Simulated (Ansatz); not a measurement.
Gas-phase electronic energies from Ansatz, PBE0-D4/def2-TZVP geometries. CBS: MP2 limit from def2 TZ/QZ plus the TZ coupled-cluster correction, frozen cores. This one scheme is used for every species. Functionals use def2-TZVPP. B3LYP here is the variant with VWN-RPA as its local correlation; programs differ in this. HSE06 is defined as in plane-wave codes. Elements past krypton have def2 core potentials. For In outer-core shells are correlated without core-valence functions, which leaves a few kJ/mol of doubt a bond. One conformer a species, not always the lowest.

Consider the ligand exchange at the In–Cl bond: `[CH3][In]([SH])[Cl]` + CH₃OH → `C[O][In]([CH3])[SH]` + HCl.

| level | ΔE (kcal/mol) | difference from CCSD(T)/CBS |
| --- | --- | --- |
| LDA (SPW92) | 22.5 | -0.6 |
| PBE-D4 | 23.1 | 0.0 |
| revPBE-D4 | 22.8 | -0.3 |
| BLYP-D4 | 22.0 | -1.1 |
| r2SCAN-D4 | 24.0 | 0.9 |
| B97M-V | 24.2 | 1.1 |
| B3LYP-D4 | 24.0 | 0.9 |
| r2SCANh-D4 | 24.8 | 1.7 |
| r2SCAN0-D4 | 25.8 | 2.7 |
| HSE06-D4 | 25.5 | 2.4 |
| BHLYP-D4 | 26.2 | 3.1 |
| B2PLYP | 23.8 | 0.7 |
| PBE-QIDH | 25.4 | 2.3 |
| PBE | 23.6 | 0.5 |
| revPBE | 24.1 | 1.0 |
| BLYP | 23.0 | -0.1 |
| r2SCAN | 24.2 | 1.1 |
| PBE0 | 25.8 | 2.7 |
| B3LYP | 24.7 | 1.6 |
| r2SCANh | 25.0 | 1.9 |
| r2SCAN0 | 26.1 | 3.0 |
| HSE06 | 25.9 | 2.8 |
| BHLYP | 26.6 | 3.5 |
| CAM-B3LYP | 24.1 | 1.0 |
| LC-ωPBE | 24.3 | 1.2 |
| HF/def2-SVP | 29.9 | 6.8 |
| MP2/def2-SVP | 22.9 | -0.2 |
| CCSD/def2-SVP | 23.5 | 0.4 |
| CCSD(T)/def2-SVP | 22.7 | -0.4 |
| HF/def2-TZVPP | 29.2 | 6.1 |
| MP2/def2-TZVPP | 23.2 | 0.1 |
| SCS-MP2/def2-TZVPP | 23.2 | 0.1 |
| CCSD/def2-TZVPP | 23.6 | 0.5 |
| CCSD(T)/def2-TZVPP | 22.8 | -0.3 |
| HF/def2-QZVPP | 29.0 | 5.9 |
| MP2/def2-QZVPP | 23.3 | 0.2 |
| SCS-MP2/def2-QZVPP | 23.4 | 0.3 |
| HF/CBS(def2) | 29.0 | 5.9 |
| MP2/CBS(def2) | 23.6 | 0.5 |
| CCSD/CBS(def2) | 24.0 | 0.9 |
| CCSD(T)/CBS | 23.1 | 0 |

Largest T1 diagnostic among the species: 0.015.

From BLYP to BHLYP (50 % exact exchange), in def2-TZVPP and without D4, ΔE moves by +3.6 kcal/mol. Leaving LDA and LC-ωPBE aside and taking each functional with its dispersion term where it has one, the values spread over 4.2 kcal/mol, from BLYP-D4 to BHLYP-D4. LDA lies −1.2 kcal/mol from PBE without D4.
